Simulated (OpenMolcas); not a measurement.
Computed levels of 4d5 in ions with 41 electrons, in cm-1 above 6S 5/2.

```json
{
  "Program": "OpenMolcas 26.06",
  "Method": "MS-RASPT2, IPEA 0.25 Eh, imaginary shift 0.1 Eh",
  "Basis": "ANO-R2",
  "Scalar Hamiltonian": "X2C, finite nucleus",
  "Spin-orbit coupling": "state interaction with AMFI integrals over the reference wave functions, term energies averaged over their components"
}
```

Active space for each ion: 11 electrons in 8 orbitals (RAS1 4p, at most 2 holes; RAS2 4d); closed shells correlated by CASPT2: 4s.

```tsv
Level	Tc2+	Rh4+	Pd5+	Ag6+
4G 5/2	20740	26590	28650	31060
4G 7/2	20890	26940	29240	31900
4G 11/2	20940	27060	29420	32150
4G 9/2	20980	27160	29570	32360
4P 3/2	23310	29950	32210	34950
4P 1/2	23820	30910	33480	36520
4D 7/2	24850	32270	35100	38360
4D 1/2	25400	33480	36750	40460
4D 3/2	25810	34200	37670	41550
```

Task: Estimate 4G 5/2, 4G 7/2 for Ru3+ from its neighbours Tc2+ and Rh4+.

Result: 4G 5/2 is another term, which grows about linearly with the charge: (20740 + 26590) / 2 = 23665. The calculation gives 23840, so the estimate is off by -0.7 %.
4G 7/2 is another term, which grows about linearly with the charge: (20890 + 26940) / 2 = 23915. The calculation gives 24070, so the estimate is off by -0.6 %.

Mixed levels, with the weight of the term that names them: Tc2+ 4P 3/2 (63 %), Tc2+ 4D 3/2 (63 %), Ru3+ 4P 3/2 (60 %), Ru3+ 4P 1/2 (72 %), Ru3+ 4D 1/2 (73 %), Ru3+ 4D 3/2 (60 %), Rh4+ 4P 3/2 (57 %), Rh4+ 4P 1/2 (70 %), Rh4+ 4D 1/2 (70 %), Rh4+ 4D 3/2 (57 %), Pd5+ 4P 3/2 (55 %), Pd5+ 4P 1/2 (68 %), Pd5+ 4D 1/2 (68 %), Pd5+ 4D 3/2 (55 %), Ag6+ 4P 3/2 (54 %), Ag6+ 4P 1/2 (66 %), Ag6+ 4D 1/2 (67 %), Ag6+ 4D 3/2 (53 %).

Term energies are means over components that CASPT2 splits; among the terms shown or strongly mixed into the levels shown the widest spread is 410 cm-1 (4d5 4G, Ag6+). Active for correlation alone: 4p; no level in the range computed is led by a configuration that opens it, so any true level of that kind is missing. Only configurations of the active space appear.
